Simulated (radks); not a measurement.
The numbers below are computed, except where a source is named.
Task: Radial electron density D(r) = 4 pi r^2 rho(r) of an atom or ion with 42 electrons. Code: a radial shooting solver on a logarithmic mesh with Libxc functionals. Model: Dirac Kohn-Sham, PBE, spin-unpolarised, spherical densities, point nucleus.

```
   r/bohr * D(r) (the largest magnitude, 69.7, reaches the edge; | marks zero)
 0.003145 |     *
 0.003632 |      *
 0.004194 |        *
 0.004844 |          *
 0.005594 |             *
 0.006512 |                *
 0.007521 |                   *
 0.008686 |                       *
  0.01003 |                           *
  0.01158 |                               *
  0.01338 |                                   *
  0.01545 |                                      *
  0.01784 |                                         *
  0.02077 |                                           *
  0.02399 |                                            *
  0.02771 |                                           *
    0.032 |                                         *
  0.03695 |                                       *
  0.04268 |                                     *
  0.04929 |                                     *
  0.05692 |                                       *
  0.06627 |                                           *
  0.07653 |                                               *
  0.08838 |                                                    *
   0.1021 |                                                      *
   0.1179 |                                                     *
   0.1361 |                                                *
   0.1572 |                                         *
   0.1816 |                                    *
   0.2114 |                                  *
   0.2441 |                                     *
   0.2819 |                                        *
   0.3256 |                                          *
    0.376 |                                       *
   0.4343 |                               *
   0.5015 |                      *
   0.5792 |              *
   0.6743 |          *
   0.7787 |         *
   0.8994 |          *
    1.039 |          *
      1.2 |        *
    1.385 |      *
      1.6 |    *
    1.848 |  *
    2.151 | *
    2.484 |*
    2.869 *
    3.313 *
    3.826 *
    4.419 *
    5.103 *
    5.894 *
    6.861 *
```

What is the nuclear charge?

Result: Z = 44. The innermost maximum, from 1s, lies near gamma/Z bohr with gamma = sqrt(1 - (Z/c)^2) = 0.947, here 0.0215 bohr (found: 0.0236), and its height grows with Z. The density is that of the ruthenium ion Ru2+ in [Ar] 3d10 4s1.75 4p6 4d6 5s0.25; the configuration itself is not fixed sharply by these data, and Z only to a few units. D(r) has 4 maxima, at r = 0.0236, 0.104, 0.318, 0.951 bohr, and minima at 0.0470, 0.206, 0.754 bohr, inside which lie 2.04, 11.15, 29.17 electrons.
